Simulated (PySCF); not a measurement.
C₄H₃Cl₂F, SMILES F[C@@H](Cl)C=C=CCl.

Geometry optimised at TPSSh-D3(BJ)/def2-SVP. The structure was generated by enumeration; whether it is a known compound was not checked. One conformer was computed; it need not be the lowest.

Two levels are set side by side: TDA-PBE/def2-SVPD (PySCF) and TDA-LC-ωPBE/def2-SVPD (PySCF). Vertical, same geometry. The lowest singlet is HOMO→LUMO 99 % with PBE and HOMO→LUMO 89 % with the other functional; states are paired by order. Differences are taken from unrounded values.

```json
[
 {"quantity": "lowest singlet excitation (eV)", "TDA-LC-ωPBE": "5.13"},
 {"quantity": "lowest triplet excitation (TDA) (eV)", "TDA-LC-ωPBE": "4.08"},
 {"quantity": "first bright state (f over 0.05) (eV)", "TDA-LC-ωPBE": "7.21"},
 {"quantity": "its oscillator strength", "TDA-LC-ωPBE": "0.12"}
]
```

**Question.** What does TDA-PBE give, and how far is it from TDA-LC-ωPBE? (Estimate from the structure and the level; the computed values follow.)

**Answer.** 
| quantity | TDA-PBE | TDA-PBE minus TDA-LC-ωPBE |
|---|---|---|
| lowest singlet excitation (eV) | 4.31 | -0.82 |
| lowest triplet excitation (TDA) (eV) | 3.91 | -0.17 |
| first bright state (f over 0.05) (eV) | 5.44 | -1.77 |
| its oscillator strength | 0.05 | -0.07 |

Functionals without exact exchange tend to place singlet excitations lower, as here. Differences between two approximate levels are no errors against the true value.

Rough cost on one machine, each run with all the roots and properties that it gave: TDA-LC-ωPBE against TDA-PBE about 3 times.
